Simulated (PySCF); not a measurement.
Computed data (PySCF 2.14): shielding tensors at PBE0/pcSseg-1 (GIAO), geometry from GFN2-xTB. One computed conformer, gas phase, equivalent nuclei averaged, relativity neglected.

Chemical shifts δ = σref − σ; ¹H (31.72 ppm) and ¹³C (186.93 ppm) vs TMS, all at this level. Acid and N–H amide carbonyl carbons lie up to 10 ppm further downfield in solution (hydrogen bonding). Shifts are as computed. Against solution values, carbons near 30 ppm lie about +3 ppm off and those near 130 ppm about +5 ppm; carbons on Cl a further +6 ppm. Of 1211 compounds with measured shifts, 218 miss one by over three times the rms of a fit or turn the order of signals round; such compounds aren't used in these exercises. Carbons bonded to Cl come out too deshielded. OH and NH positions are gas-phase values without hydrogen bonding to other molecules.

Task: Order these molecules by the shift of their most deshielded carbon-bound hydrogen, lowest δ first.
A. CC#C[C@]1(N2CC2)CC[SiH2]1
B. Clc1ccncc1
C. C=N/C(F)=C\OC=O
D. O=CC(=O)N/C=C/F
E. CCCP1CC([SiH3])C1

Result: A (2.43 ppm, hydrogen on an sp3 CH2 in a ring), E (3.40 ppm, hydrogen on an sp3 CH bonded to Si), C (8.16 ppm, hydrogen on an ester carbonyl carbon), B (8.88 ppm, hydrogen on an aromatic CH next to a ring nitrogen), D (9.37 ppm, hydrogen on an aldehyde carbonyl carbon).

Task: How many ¹³C and ¹H signals does each give (equivalence by symmetry and fast rotation, but not about amide C–N or C=N bonds)? `CCCP1CC([SiH3])C1`, `Clc1ccncc1`, `CC#C[C@]1(N2CC2)CC[SiH2]1`, `O=CC(=O)N/C=C/F`, `C=N/C(F)=C\OC=O`

Result: CCCP1CC([SiH3])C1: 5 C, 7 H; Clc1ccncc1: 3 C, 2 H; CC#C[C@]1(N2CC2)CC[SiH2]1: 7 C, 9 H; O=CC(=O)N/C=C/F: 4 C, 4 H; C=N/C(F)=C\OC=O: 4 C, 4 H.
